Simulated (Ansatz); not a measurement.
This geometry of H3Sb + HO2 (7 atoms, charge 0, multiplicity 2) is a first-order saddle point.

Computed with UKS B3LYP-D4/def2-SVP (Ansatz).

```xyz
7
Properties=species:S:1:pos:R:3
H -0.008 -0.225 0.118
Sb 0.934 0.768 1.299
O -0.796 -0.911 -0.945
O -1.628 -0.009 -1.512
H 2.179 1.075 0.150
H 1.780 -0.607 1.901
H -2.462 -0.091 -1.010
```

(1) Which two structures does it join? (They come from a converged band through this point; their orientation in space is the band's.)

(2) How far does it lie above each of them?

## Answers

(1) Bonds broken: H1–Sb2. Bonds formed: H1–O3. H3Sb + HO2 becomes H2O2 + H2Sb.

Initial state:

```xyz
7
Properties=species:S:1:pos:R:3
H 0.691 -1.136 0.584
Sb 0.777 0.405 1.340
O -1.634 -1.132 -1.413
O -1.483 0.129 -1.064
H 1.571 1.088 -0.028
H 2.294 0.023 2.071
H -2.216 0.623 -1.490
```

Final state:

```xyz
7
Properties=species:S:1:pos:R:3
H -0.714 -1.525 -0.372
Sb 1.030 0.313 1.192
O -1.412 -1.306 -1.016
O -1.106 0.076 -1.285
H 1.758 1.451 0.122
H 2.348 0.481 2.300
H -1.905 0.510 -0.941
```

(2) 0.236 eV above the first and 0.994 eV above the second. This is the barrier of this one path; another mechanism may lie lower.

The run took 5.5 min on 2 threads of Intel(R) Xeon(R) Platinum 8488C (Sapphire Rapids), on a shared host, peak memory 0.22 GiB.
